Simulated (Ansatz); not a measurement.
`[SiH3]NPS`. Charge 0, multiplicity 1.

```xyz
10

Si    0.5430   -1.3380    0.3899
N    -0.5516   -0.4573   -0.6327
P    -0.4524    1.1743   -1.0872
S    -0.1626    2.3235    0.6848
H     0.3171   -1.1109    1.8412
H     0.3691   -2.7867    0.1080
H     1.9139   -0.8898    0.0409
H    -1.4753   -0.8393   -0.7744
H     0.9405    1.2046   -1.3529
H    -1.4417    2.7195    0.7825
```

Task: Give the diagnostics of a CCSD(T)/def2-TZVPP run (frozen core, Ansatz 0.2.0). (An estimate is asked.)

Result: Ansatz gave: T1 = 0.0127, largest single amplitude 0.013, largest double 0.026, (T) share of the correlation energy 4.1 %, 9 CCSD cycles. The RHF solution is stable towards an unrestricted one. T1 lies under the customary mark of 0.02 for closed shells.
